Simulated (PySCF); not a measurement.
F4Ta, charge +1, multiplicity 1. Atoms are numbered in the order given.

```xyz
5

Ta     0.0000     0.0000     0.0000
F     -1.0505     1.0505    -1.0505
F      1.0505     1.0505     1.0505
F      1.0505    -1.0505    -1.0505
F     -1.0505    -1.0505     1.0505
```
Charge +1, spin multiplicity 1.

Geometry optimised at B3LYP-D3(BJ)/def2-SVP. The multiplicity is an assumed one; other spin states were not compared. The isomer is the one that the SMILES or the coordinates give; other isomers of the formula were not compared. The def2 effective core potentials stand for the cores of Ta; spin–orbit coupling is left out.

These are TDDFT-PBE/def2-SVPD (PySCF) values and carry that method's errors.

Vertical excitations; the highest root listed may be one member of a degenerate set. Isolated molecule, no solvent. State labels are in the subgroup D2.

Computed excitation energies, oscillator strengths and character:
```
state  symmetry  energy (eV)  λ (nm)      f                                                               main pairs
-----  --------  -----------  ------  -----  -----------------------------------------------------------------------
S1           B3         7.34     169  0.000                     HOMO→LUMO+1, HOMO→LUMO, HOMO−3→LUMO (degenerate set)
S2           B2         7.34     169  0.000                              HOMO−1→LUMO, HOMO−4→LUMO+1 (degenerate set)
S3           B1         7.34     169  0.000                 HOMO−2→LUMO+1, HOMO−2→LUMO, HOMO−5→LUMO (degenerate set)
S4           B3         7.47     166  0.003      HOMO−3→LUMO+1, HOMO→LUMO, HOMO−3→LUMO, HOMO→LUMO+1 (degenerate set)
S5           B1         7.47     166  0.003  HOMO−5→LUMO+1, HOMO−2→LUMO, HOMO−5→LUMO, HOMO−2→LUMO+1 (degenerate set)
S6           B2         7.47     166  0.003                              HOMO−4→LUMO, HOMO−1→LUMO+1 (degenerate set)
S7           B1         7.48     166  0.000               HOMO−5→LUMO, HOMO−5→LUMO+1, HOMO−2→LUMO+1 (degenerate set)
S8           B2         7.48     166  0.000                              HOMO−4→LUMO+1, HOMO−1→LUMO (degenerate set)
S9           B3         7.48     166  0.000                 HOMO−3→LUMO, HOMO−3→LUMO+1, HOMO→LUMO+1 (degenerate set)
S10          B3         8.00     155  0.027   HOMO−3→LUMO+1 28 %, HOMO→LUMO 27 %, HOMO−3→LUMO 12 %, HOMO→LUMO+1 12 %
T1           B1         7.00     177      0               HOMO−2→LUMO, HOMO−2→LUMO+1, HOMO−5→LUMO+1 (degenerate set)
T2           B3         7.00     177      0                   HOMO→LUMO, HOMO→LUMO+1, HOMO−3→LUMO+1 (degenerate set)
T3           B2         7.00     177      0                              HOMO−1→LUMO+1, HOMO−4→LUMO (degenerate set)
T4           B2         7.15     173      0                                     HOMO−1→LUMO 75 %, HOMO−4→LUMO+1 24 %
```
Triplets are in the Tamm–Dancoff approximation, which puts them higher than full response would, so one can lie above its singlet here.
